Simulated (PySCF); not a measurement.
# Reading the logs of faulty runs: H4NOSi2

Calculated results; nothing here was measured. They come from PySCF 2.14.0, an open-source quantum chemistry program, on an isolated molecule that a program drew, which may never have been made. The molecule is H4NOSi2 (charge 0, doublet), drawn as the SMILES string `O=[SiH]N[SiH2]`.

Each row is a Hartree-Fock (HF) and frozen-core CCSD(T) single point in the cc-pV(D+d)Z basis, meant for a local HF minimum. Run 1 is clean. Each other run has one planted mistake out of seven kinds, and not every kind appears here: one electron removed, one electron added, multiplicity raised by two, geometry at a saddle point, minimal basis STO-3G, one bond length entered in bohr, all coordinates scaled. The reference is restricted for singlets and unrestricted otherwise, and also for a bond in bohr. Adding or removing an electron swaps singlet and doublet. Electrons count all cores. HOMO and LUMO are orbital energies over both spins, the gradient is its largest component, and the lowest frequency (negative if imaginary) is given only where the gradient is small. Bond lengths are over the 7 bonds as drawn. T1 is the CCSD diagnostic: over 0.02 (restricted) or 0.045 (unrestricted) a single reference is doubtful.

Geometry of the clean run:
```xyz
8
H4NOSi2, angstrom
O     0.3267    2.7097    2.4884
Si    0.0160    1.5058    1.6564
N    -1.3376    1.3163    0.6708
Si   -1.8757   -0.0238   -0.3227
H     0.8348    0.2932    1.5631
H    -1.9534    2.1153    0.6875
H    -0.8073   -1.0471   -0.2979
H    -2.1384    0.4325   -1.7085
```

```
run  electrons  basis functions  <S^2>  HOMO (eV)  LUMO (eV)  gradient (hartree/bohr)  lowest frequency (cm^-1)  mean bond (Å)  longest bond (Å)      T1  HF (hartree)  CCSD(T) (hartree)                          mistake
  1         47               94  0.753      -9.25       1.16                  3.0e-05                       110         1.4816             1.753  0.0196    -709.53402         -710.11288                         no fault
  2         47               94  3.783      -5.48      -0.16                  1.9e-01                         -         1.4816             1.753  0.0783    -709.37659         -709.90847       multiplicity raised by two
  3         47               94  2.017      -8.61       1.39                  3.1e-02                         -         1.6717             2.827  0.0403    -709.36295         -709.89499  one bond length entered in bohr
  4         47               94  0.754      -9.37       0.98                  4.5e-02                         -         1.5305             1.811  0.0215    -709.52446         -710.11221           all coordinates scaled
  5         47               32  1.037      -4.84       6.11                  8.2e-02                         -         1.4816             1.753  0.0512    -701.02694         -701.25649                                ?
```

**Which mistake was planted in run 5, and what did it cost?**

It has 32 basis functions where the clean run has 94, with the same electrons and geometry. So the mistake is: minimal basis STO-3G. Subtracting run 1 and multiplying by 627.51 kcal/mol a hartree, the energy moved by 5338.3 kcal/mol in HF and 5557.5 kcal/mol in CCSD(T).

Cautions from the logs. Run 2: T1 is over the limit, so its CCSD(T) energy is less reliable; run 5: T1 is over the limit, so its CCSD(T) energy is less reliable.
